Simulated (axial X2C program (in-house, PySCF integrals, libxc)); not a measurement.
# Spin–orbit effects down a group: molecules with Ti, PBE0

Calculated with an in-house all-electron X2C program for linear molecules (integrals from PySCF), spin-free (one-electron X2C) or two-component (2c: spin–orbit coupling with atomic mean-field Coulomb and Gaunt terms, which also bring small scalar terms), in Dyall basis sets with cores contracted in-house; open shells are unrestricted.

Basis sets: H dyall-v3z, K dyall-cv3z, Li dyall-cv3z, Na dyall-cv3z, Ti dyall-cv3z.

```tsv
molecule	spin-free state	Re (Å)	ωe (cm⁻¹)	De (eV)	2c state	Re 2c (Å)	ωe 2c (cm⁻¹)	De 2c (eV)
TiH	M_S = 3/2, Λ = 3	1.753	1590.6	2.53	Ω = 3/2	1.753	1590.0	n/a
LiTi	M_S = 3/2, Λ = 2	2.747	266.9	0.74	Ω = 1/2	2.747	266.8	n/a
NaTi	M_S = 3/2, Λ = 2	3.036	152.1	0.59	Ω = 1/2	3.036	152.0	n/a
KTi	M_S = 3/2, Λ = 2	3.364	110.2	0.58	Ω = 1/2	3.365	110.1	n/a
```

Work out the shifts from the spin-free to the two-component result.



```json
{"molecule": "TiH", "2c state": "Ω = 3/2", "ΔRe (Å)": "0.000", "Δωe (cm⁻¹)": "-0.6", "ΔDe (eV)": "n/a"}
{"molecule": "LiTi", "2c state": "Ω = 1/2", "ΔRe (Å)": "0.000", "Δωe (cm⁻¹)": "-0.1", "ΔDe (eV)": "n/a"}
{"molecule": "NaTi", "2c state": "Ω = 1/2", "ΔRe (Å)": "0.000", "Δωe (cm⁻¹)": "-0.1", "ΔDe (eV)": "n/a"}
{"molecule": "KTi", "2c state": "Ω = 1/2", "ΔRe (Å)": "0.001", "Δωe (cm⁻¹)": "-0.1", "ΔDe (eV)": "n/a"}
```

Shifts of one unit in the last digit are rounding.

Each entry is the lowest single determinant of a limited PBE0 search at one distance. De goes to single-determinant-based atoms at the same level (for ions the charge split of lowest energy) and is withheld (n/a) where an atom does not fit its ground term or J level. Main or longest-lived isotopes. One determinant is a doubtful description, or other states lie close, for TiH, LiTi, NaTi, KTi; these need not be ground states, and all values refer to the states named. With several unpaired electrons the Ω given is that of one determinant, not necessarily of the lowest component. The functionals have no current term, which raises determinants with orbital currents. Where the atoms have a lower orbital projection than the molecule, De at mean-field level may be about a tenth of an eV too small.
